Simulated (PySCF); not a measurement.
**Vibration and rotation of NaCa⁺**

RHF-CCSD(T) constants of NaCa⁺, ¹Σ⁺ (singlet), closed shell (PySCF, no relativity, basis sets Na aug-pcseg-1, Ca aug-pcseg-1; masses 22.9898 and 39.9626 u):

| Quantity | Value |
| --- | --- |
| ωe | 130.5 cm⁻¹ |
| ωexe | 0.551 cm⁻¹ |
| Be | 0.085647 cm⁻¹ |
| αe | 0.000504 cm⁻¹ |
| D (centrifugal) | 1.48e-07 cm⁻¹ |
| De to Na⁺ + Ca | 0.83 eV |

Task: Estimate the standard entropy (1 bar) and heat capacity of the ideal gas at 298.15 K, rigid rotor with B0 and harmonic oscillator at the fundamental.

Result: Translation (Sackur–Tetrode, M = 62.95 u): 160.5 J/(mol K). Rotation: q = kT/(σB0) = 2430 with σ = 1, 73.1. Vibration: x = hcν0/kT = 0.624, 12.36. S° = 246.0 J/(mol K); Cp = 7R/2 + 8.05 = 37.2 J/(mol K).

Correlated steps freeze 6 core orbitals. Correlated levels converge slowly with the basis: in double zeta they bind strong bonds too weakly, by up to about 1 eV, and carry superposition errors of some tenths. For an ion De counts to the pair picked by the measured ionisation energies or electron affinities, which need not be the lowest pair at this level.
